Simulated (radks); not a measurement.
Initial-state core-level shifts of the bromine ion Br2+ when its valence configuration changes from [Ar] 3d10 4s2 4p3. Calculated with a radial shooting solver on a logarithmic mesh with Libxc functionals: scalar-relativistic Kohn-Sham, PBEsol, spin-polarised, spherical densities, point nucleus; open shells are filled with parallel spins first. Shifts are changes of the shell-averaged eigenvalues in eV (positive: less bound).

| valence | 1s | 2s | 3s | 3p |
|---|---|---|---|---|
| 3d10 4p5 | -3.374 | -3.313 | -3.336 | -3.316 |
| 3d10 4s1 4p4 | -1.589 | -1.564 | -1.590 | -1.580 |
| 3d9 4s2 4p4 | -16.304 | -17.966 | -13.771 | -13.547 |
| 3d8 4s2 4p5 | -33.296 | -36.749 | -27.674 | -27.247 |
| 3d9 4s1 4p5 | -17.793 | -19.446 | -15.260 | -15.026 |
| 3d9 4p6 | -19.335 | -20.971 | -16.797 | -16.554 |
